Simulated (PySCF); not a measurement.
Planning a spin–spin coupling job on `Nc1ccccn1`.

Method: B3LYP/pcJ-1 indirect spin-spin coupling, non-relativistic, gas phase (PySCF 2.14.0, density-fitted response routines). Geometry: GFN2-xTB. Work: spin–spin couplings from 13 perturbed nuclei, spin–dipole term for 2 of them, density fitting. The input is one job of a driver script: a line of settings, then coordinates in Å.

Input:
```
{"job": {"kind": "j", "xc": "B3LYP", "basis": "pcJ-1"}, "charge": 0, "multiplicity": 1}
N      2.287317    -0.110351     0.172752
C      0.925286    -0.111517     0.062130
C      0.206947     1.079944    -0.118417
C     -1.168371     1.016428    -0.150258
C     -1.795338    -0.216714    -0.003786
C     -0.995886    -1.332036     0.164289
N      0.325712    -1.292666     0.193168
H      2.728088    -1.013415     0.124765
H      2.797800     0.669520    -0.202981
H      0.732567     2.016851    -0.226840
H     -1.752429     1.915294    -0.288878
H     -2.870009    -0.301990    -0.023466
H     -1.426071    -2.318861     0.279794
```

Hardware: one thread, Arm Neoverse V1, shared host.

The basis has 249 functions.

Task: What wall time should be expected on this hardware?

Result: About 83 s. The SCF took 14 cycles.

Task: At this speed, how long would 100 such jobs take on 16 cores, one job a core?

Result: 100/16 gives 7 rounds of 83 s, about 9.7 min of wall time and 2.3 core-hours, if the jobs don't slow each other.

The SCF part of the output:
```
coarse grid: 11280 points
cycle   1  E = -303.5546182410  dE =  1.230e+00  |g| = 4.965e-01  |ddm| = 3.351e+00
cycle   2  E = -303.5308240759  dE =  2.379e-02  |g| = 6.100e-01  |ddm| = 1.033e+00
cycle   3  E = -303.6111991390  dE = -8.038e-02  |g| = 9.884e-02  |ddm| = 5.744e-01
cycle   4  E = -303.6124830019  dE = -1.284e-03  |g| = 5.920e-02  |ddm| = 1.102e-01
cycle   5  E = -303.6132502289  dE = -7.672e-04  |g| = 1.310e-02  |ddm| = 5.873e-02
cycle   6  E = -303.6132925234  dE = -4.229e-05  |g| = 4.187e-03  |ddm| = 1.526e-02
cycle   7  E = -303.6132965867  dE = -4.063e-06  |g| = 1.139e-03  |ddm| = 3.977e-03
final grid: 110256 points
cycle   8  E = -303.6661210807  dE = -1.049e-04  |g| = 6.857e-03  |ddm| = 2.621e-02
cycle   9  E = -303.6661134966  dE =  7.584e-06  |g| = 9.031e-03  |ddm| = 1.288e-02
cycle  10  E = -303.6661305217  dE = -1.703e-05  |g| = 1.695e-03  |ddm| = 8.063e-03
cycle  11  E = -303.6661311374  dE = -6.157e-07  |g| = 7.214e-04  |ddm| = 2.063e-03
cycle  12  E = -303.6661312632  dE = -1.258e-07  |g| = 1.726e-04  |ddm| = 6.697e-04
cycle  13  E = -303.6661312699  dE = -6.723e-09  |g| = 2.357e-05  |ddm| = 1.461e-04
cycle  14  E = -303.6661312700  dE = -6.094e-11  |g| = 1.557e-05  |ddm| = 2.824e-05
converged SCF energy = -303.6661312700
```

On the final grid dE counts from the start density on that grid.

The host was shared with other jobs, so the times are rough.
